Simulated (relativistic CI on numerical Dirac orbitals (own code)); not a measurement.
d2 in a ligand field

Computed with a parametric ligand-field model of a d^n configuration (Racah B and C, spin-orbit zeta, crystal field), exact diagonalisation.

Field parameters in Wybourne normalisation: Oh B⁴₀ = 21Dq, B⁴₄ = √(5/14) B⁴₀. The field is a parameter set, without covalency.

Problem. Ground term and bands for B = 310, C = 1240, ζ = 0 cm⁻¹, Oh, 10Dq = 7130 cm⁻¹?

Solution. Ground term 3T1 with 0.03 electrons in the two orbitals of the cubic e set. Spin-allowed: 3T2 6537 cm⁻¹ (1530 nm), 3T1 10595 cm⁻¹ (944 nm), 3A2 13667 cm⁻¹ (732 nm). Lowest spin-forbidden: 1T2 4512 cm⁻¹ (2216 nm), 1E 4595 cm⁻¹ (2176 nm), 1A1 9693 cm⁻¹ (1032 nm).

Problem. Ground term and bands for B = 310, C = 1240, ζ = 0 cm⁻¹, Oh, 10Dq = 6510 cm⁻¹?

Solution. Ground term 3T1 with 0.04 electrons in the two orbitals of the cubic e set. Spin-allowed: 3T2 5938 cm⁻¹ (1684 nm), 3T1 10016 cm⁻¹ (998 nm), 3A2 12448 cm⁻¹ (803 nm). Lowest spin-forbidden: 1T2 4517 cm⁻¹ (2214 nm), 1E 4608 cm⁻¹ (2170 nm), 1A1 9584 cm⁻¹ (1043 nm).

Problem. Ground term and bands for B = 310, C = 1240, ζ = 0 cm⁻¹, Oh, 10Dq = 10850 cm⁻¹?

Solution. Ground term 3T1 with 0.02 electrons in the two orbitals of the cubic e set. Spin-allowed: 3T2 10169 cm⁻¹ (983 nm), 3T1 14138 cm⁻¹ (707 nm), 3A2 21019 cm⁻¹ (476 nm). Lowest spin-forbidden: 1T2 4481 cm⁻¹ (2232 nm), 1E 4535 cm⁻¹ (2205 nm), 1A1 10103 cm⁻¹ (990 nm).

Problem. Ground term and bands for B = 310, C = 1240, ζ = 0 cm⁻¹, Oh, 10Dq = 310 cm⁻¹?

Solution. Ground term 3T1 with 0.18 electrons in the two orbitals of the cubic e set. Spin-allowed: 3T2 251 cm⁻¹, 3A2 561 cm⁻¹, 3T1 4842 cm⁻¹ (2065 nm). Lowest spin-forbidden: 1T2 4137 cm⁻¹ (2417 nm), 1E 4281 cm⁻¹ (2336 nm), 1T2 6285 cm⁻¹ (1591 nm).

Problem. Ground term and bands for B = 310, C = 1240, ζ = 0 cm⁻¹, Oh, 10Dq = 1550 cm⁻¹?

Solution. Ground term 3T1 with 0.12 electrons in the two orbitals of the cubic e set. Spin-allowed: 3T2 1308 cm⁻¹, 3A2 2858 cm⁻¹, 3T1 5716 cm⁻¹ (1749 nm). Lowest spin-forbidden: 1T2 4408 cm⁻¹ (2269 nm), 1E 4663 cm⁻¹ (2145 nm), 1T2 6888 cm⁻¹ (1452 nm).
